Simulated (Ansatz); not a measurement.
Calculated with Ansatz (gas phase, PBE0-D4/def2-TZVP geometries, no zero-point term in ΔE). CCSD(T)/CBS adds triple-zeta CCSD(T) − MP2 to the extrapolated MP2 energy (def2 sets, frozen cores). This one scheme is used for every species. Functionals use def2-TZVPP. One conformer a species, not always the lowest.

Consider the redistribution: `O[SiH2]BO[SiH3]` + `CB(N)Cl` → `CB[SiH2]O` + `NB(Cl)O[SiH3]`.

**Question.** Is it downhill or uphill in electronic energy at CCSD(T)/CBS, and by how much? (Best estimate.)

**Answer.** The calculation gave: Uphill: ΔE = +6.0 kcal/mol.

**Question.** What do these levels give: ωB97X-V, ωB97M-V, r2SCAN, HF/def2-TZVPP, CCSD/def2-TZVPP, CCSD(T)/def2-TZVPP? (Estimate.)

**Answer.** The calculation gave: ωB97X-V 5.6, ωB97M-V 5.6, r2SCAN 5.0, HF/def2-TZVPP 4.3, CCSD/def2-TZVPP 5.8, CCSD(T)/def2-TZVPP 6.2 kcal/mol.

Largest T1 diagnostic among the species: 0.013.

In def2-TZVPP, CCSD(T) changes the Hartree–Fock value by +1.9 kcal/mol (the triples alone add +0.4 kcal/mol) and MP2 by +2.0 kcal/mol. From PBE to PBE0 (25 % exact exchange), in def2-TZVPP and without D4, ΔE moves by −0.8 kcal/mol.
